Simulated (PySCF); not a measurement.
Input file for PySCF: D3(BJ) and D4 dispersion corrections on CH3Cl (SMILES CCl).

```python
from pyscf import gto
from pyscf.dispersion import dftd3, dftd4

mol = gto.M(
    atom='''
    C    -0.55578178    0.98151363    3.33463300
    Cl    0.92292537   -0.04130708    3.20544274
    H    -0.31787789    1.83206588    3.96552222
    H    -0.82206040    1.29802716    2.33078980
    H    -1.34005155    0.37789124    3.78045524
    ''',
    basis='def2-svp',
    charge=0, spin=0, verbose=0, max_memory=1800)
d3, d4 = {}, {}
for xc in ['hf', 'pbe', 'blyp', 'revpbe', 'tpss', 'r2scan', 'b3lyp', 'pbe0', 'bhlyp', 'camb3lyp', 'b2plyp']:
    d3[xc] = float(dftd3.DFTD3Dispersion(mol, xc=xc, version='d3bj', atm=False).get_dispersion()['energy'])
    print(f'D3(BJ) {xc:10s} {d3[xc]:14.8f} Eh')
for xc in ['hf', 'pbe', 'blyp', 'revpbe', 'tpss', 'r2scan', 'b3lyp', 'pbe0', 'bhlyp', 'camb3lyp', 'b2plyp']:
    d4[xc] = float(dftd4.DFTD4Dispersion(mol, xc={'camb3lyp': 'cam-b3lyp'}.get(xc, xc), atm=True).get_dispersion()['energy'])
    print(f'D4     {xc:10s} {d4[xc]:14.8f} Eh')
```

Program output:

```
D3(BJ) hf            -0.02172902 Eh
D3(BJ) pbe           -0.00219048 Eh
D3(BJ) blyp          -0.00472541 Eh
D3(BJ) revpbe        -0.00600625 Eh
D3(BJ) tpss          -0.00270147 Eh
D3(BJ) r2scan        -0.00053600 Eh
D3(BJ) b3lyp         -0.00382448 Eh
D3(BJ) pbe0          -0.00180854 Eh
D3(BJ) bhlyp         -0.00293773 Eh
D3(BJ) camb3lyp      -0.00154437 Eh
D3(BJ) b2plyp        -0.00170233 Eh
D4     hf            -0.00787996 Eh
D4     pbe           -0.00184424 Eh
D4     blyp          -0.00432216 Eh
D4     revpbe        -0.00697928 Eh
D4     tpss          -0.00251296 Eh
D4     r2scan        -0.00041426 Eh
D4     b3lyp         -0.00300091 Eh
D4     pbe0          -0.00150596 Eh
D4     bhlyp         -0.00206979 Eh
D4     camb3lyp      -0.00148875 Eh
D4     b2plyp        -0.00126640 Eh
```

The run finished.

Cost: very roughly 0.04 core-seconds.
